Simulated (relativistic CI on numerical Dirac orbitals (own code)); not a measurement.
# I³⁺: computed level list

Computed by Dirac-Coulomb-Breit CI, separate exchange-only KLI orbitals for each configuration, a model potential for QED, valence Slater integrals scaled by 0.85, P86 correlation estimate, and configurations built on the next ion tied to the tabulated ionisation energy (semi-empirical) (own radial code, finite nucleus).

Configurations in the expansion (outside the closed core [Kr] 4d10): 5s2.5p2, 5s2.5p.5d, 5s2.5p.6s, 5s2.5p.6p, 5s2.5p.6d, 5s2.5p.7s, 5s2.5p.5f, 5s2.5p.6f, 5s.5p3, 5p4, 5s2.5d2, 5s.5p2.5d, 5s2.5p.5g, 5s2.4f2, 5s2.5p.4f, 5s.5p2.5f, 5s.5p2.5g, 5p2.5d2, 5s2.5f2, 5s2.5p.7p, 5s2.4f.5d, 5s2.5g2, 5s.5p2.6s, 5s2.5p.7d. Levels of other configurations are missing.

The lowest level is 5s2.5p2 3P_0, with 89 % of that term; Hund's rules for 5s2.5p2 give 3P with J = 0, in agreement.

```
No.       Configuration  Term  J   E (eV)    %  Lifetime (s)       jj configuration (%)
  1             5s2.5p2    3P  0   0.0000   89                             5p1/2^2 (88)
  2             5s2.5p2    3P  1   0.8260   98      2.07e-01           5p1/2 5p3/2 (98)
  3             5s2.5p2    3P  2   1.3322   71      1.42e+00           5p1/2 5p3/2 (82)
  4             5s2.5p2    1D  2   2.7324   70      4.00e-02               5p3/2^2 (82)
  5             5s2.5p2    1S  0   4.4476   88      8.16e-03               5p3/2^2 (87)
  6        5s.5p3(4S°)‡   5S°  2   9.5351   97      1.06e-07      5s 5p1/2 5p3/2^2 (50)
  7        5s.5p3(2D°)‡   3D°  1  12.4749   75      4.44e-09              5s 5p3/2 (42)
  8        5s.5p3(2D°)‡   3D°  2  12.5148   72      6.61e-09      5s 5p1/2 5p3/2^2 (54)
  9        5s.5p3(2D°)‡   3D°  3  12.8755   84      9.54e-09      5s 5p1/2 5p3/2^2 (84)
 10        5s.5p3(2P°)‡   3P°  0  14.3747   85      1.72e-09      5s 5p1/2 5p3/2^2 (85)
 11        5s.5p3(2P°)‡   3P°  2  14.4305   45      3.69e-09            5s 5p3/2^3 (30)
 12        5s.5p3(2P°)‡   3P°  1  14.4887   76      1.67e-09      5s 5p1/2 5p3/2^2 (59)
 13           5s2.5p.5d   1D°  2  15.4131   41      6.01e-09           5p1/2 5d3/2 (31)
 14           5s2.5p.5d   3F°  2  16.3167   83      2.53e-09           5p1/2 5d3/2 (47)
 15           5s2.5p.5d   3F°  3  16.6104   95      1.60e-09           5p1/2 5d5/2 (63)
 16           5s2.5p.5d   3F°  4  17.4366  100      9.00e-02          5p3/2 5d5/2 (100)
 17           5s2.5p.5d   1P°  1  17.8501   39      1.97e-10      5s 5p1/2 5p3/2^2 (31)
 18           5s2.5p.5d   3D°  1  18.3758   34      5.26e-11           5p1/2 5d3/2 (51)
 19           5s2.5p.5d   3P°  2  18.3775   54      6.90e-11           5p1/2 5d5/2 (67)
 20           5s2.5p.6s   3P°  0  18.6449   99      1.70e-10              5p1/2 6s (99)
 21           5s2.5p.6s   3P°  1  18.7906   67      1.20e-10              5p1/2 6s (86)
 22        5s.5p3(4S°)‡   3S°  1  19.2155   40      5.52e-11      5s 5p1/2 5p3/2^2 (40)
 23           5s2.5p.5d   3P°  0  19.3271   85      8.36e-11           5p3/2 5d3/2 (85)
 24           5s2.5p.5d   3D°  3  19.4093   71      5.62e-11           5p3/2 5d3/2 (33)
 25           5s2.5p.5d   3D°  2  19.5840   57      5.42e-11           5p3/2 5d3/2 (63)
 26           5s2.5p.5d   3P°  1  19.5936   51      8.85e-11           5p3/2 5d3/2 (43)
 27           5s2.5p.6s   3P°  2  20.1257   98      3.34e-10              5p3/2 6s (98)
 28           5s2.5p.5d   1F°  3  20.4223   83      5.83e-11           5p3/2 5d5/2 (56)
 29        5s.5p3(2D°)‡   1D°  2  20.4515   54      5.13e-11      5s 5p1/2 5p3/2^2 (39)
 30           5s2.5p.6s   1P°  1  20.4552   67      8.07e-11              5p3/2 6s (84)
 31           5s2.5p.5d   1P°  1  21.8212   43      5.53e-11           5p3/2 5d5/2 (35)
 32           5s2.5p.6p    3D  1  21.8808   62      1.27e-09           5p1/2 6p1/2 (97)
 33           5s2.5p.6p    3P  0  22.4274   86      1.14e-09           5p1/2 6p1/2 (92)
 34           5s2.5p.6p    3P  1  22.4592   45      1.06e-09           5p1/2 6p3/2 (94)
 35           5s2.5p.6p    3D  2  22.5273   69      1.10e-09           5p1/2 6p3/2 (92)
 36           5s2.5p.4f    3G  3  22.7476   50      1.36e-09           5p1/2 4f5/2 (87)
 37           5s2.5p.4f    3F  3  22.9617   45      1.10e-09           5p1/2 4f7/2 (80)
 38           5s2.5p.4f    3G  4  23.0715   49      1.34e-09           5p1/2 4f7/2 (84)
 39           5s2.5p.4f    3F  2  23.1862   76      1.02e-09           5p1/2 4f5/2 (78)
 40           5s2.5p.6p    3P  1  23.4745   44      1.18e-09           5p3/2 6p1/2 (67)
 41           5s2.5p.6p    3P  2  23.7000   60      1.18e-09           5p3/2 6p1/2 (76)
 42           5s2.5p.6p    3D  3  23.8069   94      1.06e-09           5p3/2 6p3/2 (94)
 43           5s2.5p.6p    3S  1  24.0289   79      1.10e-09           5p3/2 6p3/2 (65)
 44           5s2.5p.4f    3G  3  24.0589   32      1.24e-09           5p3/2 4f5/2 (80)
 45           5s2.5p.4f    3F  4  24.1693   54      1.17e-09           5p3/2 4f7/2 (60)
 46           5s2.5p.4f    3G  5  24.2039   92      1.69e-09           5p3/2 4f7/2 (92)
 47           5s2.5p.6p    1D  2  24.3236   73      1.34e-09           5p3/2 6p3/2 (76)
 48           5s2.5p.4f    3D  3  24.6111   68      9.82e-10           5p3/2 4f7/2 (69)
 49           5s2.5p.4f    3D  2  24.7756   63      1.11e-09           5p3/2 4f5/2 (69)
 50  5s.5p2(3P)<4P>.5d‡    3P  2  24.9190   41                             5p3/2^2 (30)
 51           5s2.5p.4f    3D  1  24.9812   70      1.35e-09           5p3/2 4f5/2 (70)
 52           5s2.5p.6p    1S  0  25.0519   85      1.22e-09           5p3/2 6p3/2 (91)
 53  5s.5p2(3P)<4P>.5d‡    5F  1  25.0792   68                    5s 5p1/2^2 5d3/2 (38)
 54  5s.5p2(3P)<4P>.5d‡    5F  2  25.2223   80                5s 5p1/2 5p3/2 5d3/2 (38)
 55           5s2.5p.4f    1G  4  25.4164   85      2.86e-09           5p3/2 4f5/2 (54)
 56  5s.5p2(3P)<4P>.5d‡    5F  3  25.4580   77                5s 5p1/2 5p3/2 5d3/2 (35)
 57           5s2.5p.4f    1D  2  25.5957   69      1.30e-09           5p3/2 4f7/2 (67)
 58  5s.5p2(3P)<4P>.5d‡    3P  1  25.6991   51                5s 5p1/2 5p3/2 5d3/2 (43)
 59  5s.5p2(3P)<4P>.5d‡    3P  0  25.7577   39                5s 5p1/2 5p3/2 5d3/2 (58)
 60  5s.5p2(3P)<4P>.5d‡    5F  4  25.8762   79                5s 5p1/2 5p3/2 5d5/2 (79)
 61  5s.5p2(3P)<4P>.5d‡    5D  2  26.2121   76                5s 5p1/2 5p3/2 5d3/2 (48)
 62  5s.5p2(3P)<4P>.5d‡    5D  1  26.2292   76                5s 5p1/2 5p3/2 5d3/2 (38)
 63  5s.5p2(3P)<4P>.5d‡    5D  0  26.2421   64                5s 5p1/2 5p3/2 5d3/2 (38)
 64  5s.5p2(3P)<4P>.5d‡    5D  3  26.3083   64                5s 5p1/2 5p3/2 5d3/2 (35)
 65  5s.5p2(3P)<4P>.5d‡    5F  5  26.4489   97                    5s 5p3/2^2 5d5/2 (54)
 66  5s.5p2(3P)<4P>.5d‡    5D  4  26.5618   67                5s 5p1/2 5p3/2 5d5/2 (43)
 67                5p4‡    1D  2  26.7149   41      8.23e-10         5p1/2 5p3/2^3 (35)
 68  5s.5p2(3P)<4P>.5d‡    3F  2  27.0429   86                5s 5p1/2 5p3/2 5d5/2 (32)
 69  5s.5p2(3P)<4P>.5d‡    3F  3  27.4340   80                5s 5p1/2 5p3/2 5d5/2 (46)
 70           5s2.5p.6d   3F°  2  27.4619   76      5.96e-10           5p1/2 6d3/2 (99)
```

Energies count from the lowest computed level; ° marks odd parity; lifetimes are radiative, by E1, M1, E2 decay to levels of this space only; some are left blank where a channel outside the calculation adds to the decay or the decay crosses a small, uncertain gap. Percentages are summed over parent terms; the parents shown are those of the largest component, closed shells are left out there, and <> holds an intermediate term. Filled j subshells are mostly left out of the jj labels. ‡ marks configurations that were not tied to measured data.

The mean weight of the leading LS term, summed over parents, in these 70 levels is 69 %, and that of the leading jj configuration (from the same eigenvectors) 65 %.

Configurations that consist of the next ion and one excited electron were tied to the tabulated ionisation energy; Rydberg ones are usually within 1,000 to 3,000 cm⁻¹ and the lowest ones within about 6,000 (9,000 in d shells), while levels on excited terms of the next ion carry the error of that term, and the other configurations can be misplaced by 10,000 cm⁻¹ or more. Rates follow the energies as ν³ (E1, M1) or ν⁵ (E2), so rates, branching and lifetimes can be off by large factors. The fine structure of a lone outer electron comes out too small, for d and f at times inverted, and misplaced configurations move strength between like terms.

LS names give the leading component of a level, which can be under half, so a name can repeat, a term be missing and a line seem to break the LS rules.
